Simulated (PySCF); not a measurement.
CH5Si, doublet, at a GFN2-xTB geometry; SA2-CASSCF(5,5)/def2-SVP (PySCF).

The PySCF input:
```python
from pyscf import gto, scf, mcscf
import numpy

mol = gto.M(
    atom='''
C    -0.009619    0.085584   -1.207927
Si    0.006934    0.023373    0.684427
H    -0.034321   -0.918997   -1.628565
H    -0.879928    0.618393   -1.581170
H     0.874747    0.582172   -1.597709
H    -1.215595   -0.536052    1.247971
H     1.215737   -0.586242    1.225054
''',
    basis='def2-svp',
    charge=0,
    spin=1,
    verbose=4,
)

mf = scf.ROHF(mol)
mf.kernel()
mc = mcscf.CASSCF(mf, 5, 5)
mc.fix_spin_(ss=0.75)
mc = mc.state_average_([0.5, 0.5])
mc.kernel()
```

What the program printed (banner, timings and long lists left out):

```
PySCF version 2.14.0

[INPUT] verbose = 4
[INPUT] num. atoms = 7
[INPUT] num. electrons = 25
[INPUT] charge = 0
[INPUT] spin (= nelec alpha-beta = 2S) = 1
[INPUT] symmetry False subgroup None
[INPUT] Mole.unit = angstrom
[INPUT] Symbol           X                Y                Z      unit          X                Y                Z       unit  Magmom
[...]
nuclear repulsion = 55.6336789133229
number of shells = 29
number of NR pGTOs = 95
number of NR cGTOs = 57
basis = def2-svp
ecp = {}

******** <class 'pyscf.scf.rohf.ROHF'> ********
method = ROHF
initial guess = minao
damping factor = 0
level_shift factor = 0
DIIS = <class 'pyscf.scf.diis.CDIIS'>
diis_start_cycle = 1
diis_space = 8
diis_damp = 0
SCF conv_tol = 1e-09
SCF conv_tol_grad = None
SCF max_cycles = 50
direct_scf = True
direct_scf_tol = 1e-13
num. doubly occ = 12  num. singly occ = 1
Set gradient conv threshold to 3.16228e-05
init E= -329.388506087395
[...]
cycle= 1 E= -329.520992797474  delta_E= -0.132  |g|= 0.215  |ddm|= 1.65
[...]
cycle= 2 E= -329.546676573973  delta_E= -0.0257  |g|= 0.0568  |ddm|= 0.252
[...]
cycle= 3 E= -329.549087402099  delta_E= -0.00241  |g|= 0.0142  |ddm|= 0.13
[...]
cycle= 4 E= -329.549217196983  delta_E= -0.00013  |g|= 0.00412  |ddm|= 0.0217
[...]
cycle= 5 E= -329.54923522539  delta_E= -1.8e-05  |g|= 0.00114  |ddm|= 0.0111
[...]
cycle= 6 E= -329.549236834841  delta_E= -1.61e-06  |g|= 0.000281  |ddm|= 0.00383
[...]
cycle= 7 E= -329.549236916086  delta_E= -8.12e-08  |g|= 6.33e-05  |ddm|= 0.000828
[...]
cycle= 8 E= -329.549236919592  delta_E= -3.51e-09  |g|= 1.42e-05  |ddm|= 0.000148
[...]
cycle= 9 E= -329.549236919802  delta_E= -2.1e-10  |g|= 2.89e-06  |ddm|= 3.54e-05
[...]
Extra cycle  E= -329.54923691981  delta_E= -7.73e-12  |g|= 1.17e-06  |ddm|= 6.02e-06
converged SCF energy = -329.54923691981

******** <class 'pyscf.mcscf.addons.StateAverageCASSCF'> ********
CAS (3e+2e, 5o), ncore = 10, nvir = 42
max_cycle_macro = 50
max_cycle_micro = 4
conv_tol = 1e-07
conv_tol_grad = None
orbital rotation max_stepsize = 0.02
orbital rotation threshold for CI restart = 0.01
augmented hessian ah_max_cycle = 30
augmented hessian ah_conv_tol = 1e-12
augmented hessian ah_linear dependence = 1e-14
augmented hessian ah_level shift = 1e-08
augmented hessian ah_start_tol = 2.5
augmented hessian ah_start_cycle = 3
augmented hessian ah_grad_trust_region = 3
kf_trust_region = 3
kf_interval = 4
ci_response_space = 4
ci_grad_trust_region = 3
with_dep4 0
natorb = False
canonicalization = True
sorting_mo_energy = False
ao2mo_level = 2
internal_rotation = False
******** <class 'pyscf.mcscf.addons.StateAverageSpinPenaltyFCISolver'> ********
max. cycles = 50
conv_tol = 1e-08
davidson only = True
linear dependence = 1e-12
level shift = 0.001
max iter space = 12
nroots = 2
pspace_size = 400
spin = None
State-average over 2 states with weights [0.5, 0.5]
CASCI E = -329.429307198146  S^2 = 0.7500000
Set conv_tol_grad to 0.000316228
macro iter   1 ( 21 JK    4 micro), CASSCF E = -329.445617840648  dE = -1.63106425e-02  S^2 = 0.7500000
               |grad[o]|=0.0898  |ddm|=0.028  |maxRot[o]|=0.309
macro iter   2 ( 21 JK    4 micro), CASSCF E = -329.449609227231  dE = -3.99138658e-03  S^2 = 0.7500000
               |grad[o]|=0.0304  |ddm|=0.00711  |maxRot[o]|=0.176
macro iter   3 ( 21 JK    4 micro), CASSCF E = -329.452618146204  dE = -3.00891897e-03  S^2 = 0.7500000
               |grad[o]|=0.012  |ddm|=0.0208  |maxRot[o]|=0.131
macro iter   4 ( 21 JK    4 micro), CASSCF E = -329.453604048690  dE = -9.85902486e-04  S^2 = 0.7500000
               |grad[o]|=0.00796  |ddm|=0.00884  |maxRot[o]|=0.0596
macro iter   5 ( 21 JK    4 micro), CASSCF E = -329.454127499896  dE = -5.23451206e-04  S^2 = 0.7500000
               |grad[o]|=0.00608  |ddm|=0.00331  |maxRot[o]|=0.0412
macro iter   6 ( 21 JK    4 micro), CASSCF E = -329.454427999844  dE = -3.00499949e-04  S^2 = 0.7500000
               |grad[o]|=0.00465  |ddm|=0.00261  |maxRot[o]|=0.0309
macro iter   7 ( 21 JK    4 micro), CASSCF E = -329.454598895929  dE = -1.70896085e-04  S^2 = 0.7500000
               |grad[o]|=0.00368  |ddm|=0.00229  |maxRot[o]|=0.0213
macro iter   8 ( 21 JK    4 micro), CASSCF E = -329.454701170398  dE = -1.02274469e-04  S^2 = 0.7500000
               |grad[o]|=0.00307  |ddm|=0.00237  |maxRot[o]|=0.0149
macro iter   9 ( 21 JK    4 micro), CASSCF E = -329.454765392992  dE = -6.42225937e-05  S^2 = 0.7500000
               |grad[o]|=0.00268  |ddm|=0.00233  |maxRot[o]|=0.0114
macro iter  10 ( 21 JK    4 micro), CASSCF E = -329.454807287944  dE = -4.18949518e-05  S^2 = 0.7500000
               |grad[o]|=0.00242  |ddm|=0.00231  |maxRot[o]|=0.00898
macro iter  11 ( 21 JK    4 micro), CASSCF E = -329.454835416992  dE = -2.81290482e-05  S^2 = 0.7500000
               |grad[o]|=0.00225  |ddm|=0.00228  |maxRot[o]|=0.00743
macro iter  12 ( 21 JK    4 micro), CASSCF E = -329.454854741926  dE = -1.93249342e-05  S^2 = 0.7500000
               |grad[o]|=0.00213  |ddm|=0.00227  |maxRot[o]|=0.00652
macro iter  13 ( 21 JK    4 micro), CASSCF E = -329.454868268372  dE = -1.35264460e-05  S^2 = 0.7500000
               |grad[o]|=0.00205  |ddm|=0.00226  |maxRot[o]|=0.00569
macro iter  14 ( 21 JK    4 micro), CASSCF E = -329.454877884732  dE = -9.61636016e-06  S^2 = 0.7500000
               |grad[o]|=0.00198  |ddm|=0.00225  |maxRot[o]|=0.00494
macro iter  15 ( 21 JK    4 micro), CASSCF E = -329.454884813206  dE = -6.92847397e-06  S^2 = 0.7500000
               |grad[o]|=0.00194  |ddm|=0.00225  |maxRot[o]|=0.00428
macro iter  16 ( 21 JK    4 micro), CASSCF E = -329.454889866091  dE = -5.05288449e-06  S^2 = 0.7500000
               |grad[o]|=0.00191  |ddm|=0.00224  |maxRot[o]|=0.0037
macro iter  17 ( 21 JK    4 micro), CASSCF E = -329.454893595098  dE = -3.72900746e-06  S^2 = 0.7500000
               |grad[o]|=0.00188  |ddm|=0.00223  |maxRot[o]|=0.00319
macro iter  18 ( 21 JK    4 micro), CASSCF E = -329.454896380260  dE = -2.78516171e-06  S^2 = 0.7500000
[...]
               |grad[o]|=0.00184  |ddm|=0.00222  |maxRot[o]|=0.00237
macro iter  20 ( 21 JK    4 micro), CASSCF E = -329.454900092495  dE = -1.60774562e-06  S^2 = 0.7500000
               |grad[o]|=0.00183  |ddm|=0.00222  |maxRot[o]|=0.00204
macro iter  21 ( 21 JK    4 micro), CASSCF E = -329.454901333614  dE = -1.24111904e-06  S^2 = 0.7500000
               |grad[o]|=0.00182  |ddm|=0.00222  |maxRot[o]|=0.00175
macro iter  22 ( 21 JK    4 micro), CASSCF E = -329.454902301188  dE = -9.67574522e-07  S^2 = 0.7500000
               |grad[o]|=0.00181  |ddm|=0.00221  |maxRot[o]|=0.0015
macro iter  23 ( 21 JK    4 micro), CASSCF E = -329.454903062501  dE = -7.61312322e-07  S^2 = 0.7500000
               |grad[o]|=0.00181  |ddm|=0.00221  |maxRot[o]|=0.00129
macro iter  24 ( 21 JK    4 micro), CASSCF E = -329.454903666688  dE = -6.04187221e-07  S^2 = 0.7500000
               |grad[o]|=0.0018  |ddm|=0.00221  |maxRot[o]|=0.0011
macro iter  25 ( 21 JK    4 micro), CASSCF E = -329.454904150011  dE = -4.83322538e-07  S^2 = 0.7500000
               |grad[o]|=0.0018  |ddm|=0.00221  |maxRot[o]|=0.000946
macro iter  26 ( 21 JK    4 micro), CASSCF E = -329.454904539488  dE = -3.89477691e-07  S^2 = 0.7500000
               |grad[o]|=0.0018  |ddm|=0.00221  |maxRot[o]|=0.000812
macro iter  27 ( 21 JK    4 micro), CASSCF E = -329.454904855466  dE = -3.15978241e-07  S^2 = 0.7500000
               |grad[o]|=0.0018  |ddm|=0.0022  |maxRot[o]|=0.000698
macro iter  28 ( 21 JK    4 micro), CASSCF E = -329.454905113418  dE = -2.57951797e-07  S^2 = 0.7500000
               |grad[o]|=0.00179  |ddm|=0.0022  |maxRot[o]|=0.0006
macro iter  29 ( 21 JK    4 micro), CASSCF E = -329.454905325218  dE = -2.11799716e-07  S^2 = 0.7500000
               |grad[o]|=0.00179  |ddm|=0.0022  |maxRot[o]|=0.000516
macro iter  30 ( 21 JK    4 micro), CASSCF E = -329.454905500070  dE = -1.74852346e-07  S^2 = 0.7500000
               |grad[o]|=0.00179  |ddm|=0.0022  |maxRot[o]|=0.000444
macro iter  31 ( 21 JK    4 micro), CASSCF E = -329.454905645165  dE = -1.45095044e-07  S^2 = 0.7500000
               |grad[o]|=0.00179  |ddm|=0.0022  |maxRot[o]|=0.000383
macro iter  32 ( 21 JK    4 micro), CASSCF E = -329.454905766150  dE = -1.20984510e-07  S^2 = 0.7500000
               |grad[o]|=0.00179  |ddm|=0.0022  |maxRot[o]|=0.00033
macro iter  33 ( 21 JK    4 micro), CASSCF E = -329.454905867461  dE = -1.01310889e-07  S^2 = 0.7500000
               |grad[o]|=0.00179  |ddm|=0.0022  |maxRot[o]|=0.000285
macro iter  34 ( 11 JK    2 micro), CASSCF E = -329.454905911746  dE = -4.42852865e-08  S^2 = 0.7500000
               |grad[o]|=0.00179  |ddm|=0.000143  |maxRot[o]|=0.000125
macro iter  35 ( 21 JK    4 micro), CASSCF E = -329.454986259697  dE = -8.03479512e-05  S^2 = 0.7500000
               |grad[o]|=0.00179  |ddm|=0.000877  |maxRot[o]|=0.048
macro iter  36 ( 12 JK    3 micro), CASSCF E = -329.455155619568  dE = -1.69359871e-04  S^2 = 0.7500000
               |grad[o]|=0.00173  |ddm|=0.0022  |maxRot[o]|=0.0821
macro iter  37 ( 21 JK    4 micro), CASSCF E = -329.455160023312  dE = -4.40374447e-06  S^2 = 0.7500000
               |grad[o]|=0.00181  |ddm|=0.00146  |maxRot[o]|=0.00798
macro iter  38 ( 21 JK    4 micro), CASSCF E = -329.455162656096  dE = -2.63278378e-06  S^2 = 0.7500000
               |grad[o]|=0.0017  |ddm|=0.00155  |maxRot[o]|=0.00566
macro iter  39 ( 21 JK    4 micro), CASSCF E = -329.455163957034  dE = -1.30093792e-06  S^2 = 0.7500000
               |grad[o]|=0.00166  |ddm|=0.0016  |maxRot[o]|=0.00356
macro iter  40 ( 21 JK    4 micro), CASSCF E = -329.455164539181  dE = -5.82147436e-07  S^2 = 0.7500000
               |grad[o]|=0.00168  |ddm|=0.00163  |maxRot[o]|=0.00228
macro iter  41 ( 21 JK    4 micro), CASSCF E = -329.455164754102  dE = -2.14920419e-07  S^2 = 0.7500000
               |grad[o]|=0.00172  |ddm|=0.00165  |maxRot[o]|=0.00149
macro iter  42 ( 21 JK    4 micro), CASSCF E = -329.455164797680  dE = -4.35786092e-08  S^2 = 0.7500000
               |grad[o]|=0.00176  |ddm|=0.00166  |maxRot[o]|=0.000995
macro iter  43 ( 17 JK    4 micro), CASSCF E = -329.455336392005  dE = -1.71594325e-04  S^2 = 0.7500000
               |grad[o]|=0.0018  |ddm|=0.00161  |maxRot[o]|=0.0683
macro iter  44 ( 12 JK    3 micro), CASSCF E = -329.455561586464  dE = -2.25194459e-04  S^2 = 0.7500000
               |grad[o]|=0.00178  |ddm|=0.00151  |maxRot[o]|=0.0817
macro iter  45 ( 21 JK    4 micro), CASSCF E = -329.455566947705  dE = -5.36124077e-06  S^2 = 0.7500000
               |grad[o]|=0.00188  |ddm|=0.000959  |maxRot[o]|=0.00875
macro iter  46 ( 21 JK    4 micro), CASSCF E = -329.455568890847  dE = -1.94314168e-06  S^2 = 0.7500000
               |grad[o]|=0.00181  |ddm|=0.000943  |maxRot[o]|=0.0036
macro iter  47 ( 21 JK    4 micro), CASSCF E = -329.455569628287  dE = -7.37440303e-07  S^2 = 0.7500000
               |grad[o]|=0.0018  |ddm|=0.000979  |maxRot[o]|=0.00194
macro iter  48 ( 21 JK    4 micro), CASSCF E = -329.455569800302  dE = -1.72015575e-07  S^2 = 0.7500000
               |grad[o]|=0.00182  |ddm|=0.001  |maxRot[o]|=0.00113
macro iter  49 ( 21 JK    4 micro), CASSCF E = -329.455569730210  dE =  7.00921419e-08  S^2 = 0.7500000
               |grad[o]|=0.00186  |ddm|=0.00101  |maxRot[o]|=0.000689
macro iter  50 ( 17 JK    4 micro), CASSCF E = -329.455769492219  dE = -1.99762008e-04  S^2 = 0.7500000
               |grad[o]|=0.0019  |ddm|=0.001  |maxRot[o]|=0.0676
1-step CASSCF not converged,  50 macro (1014 JK 196 micro) steps
CASSCF canonicalization
Density matrix diagonal elements [1.99488677 1.97904143 0.5092388  0.41515262 0.10168038]
CASSCF energy = -329.455769492219
CASCI E = -329.455769492219  E(CI) = -5.69766980971968  S^2 = 0.7500000
CASCI state-averaged energy = -329.455769492219
CASCI energy for each state
  State 0 weight 0.5  E = -329.561403495632 S^2 = 0.7500000
  State 1 weight 0.5  E = -329.350135488805 S^2 = 0.7500000
```

Convergence was not reached.
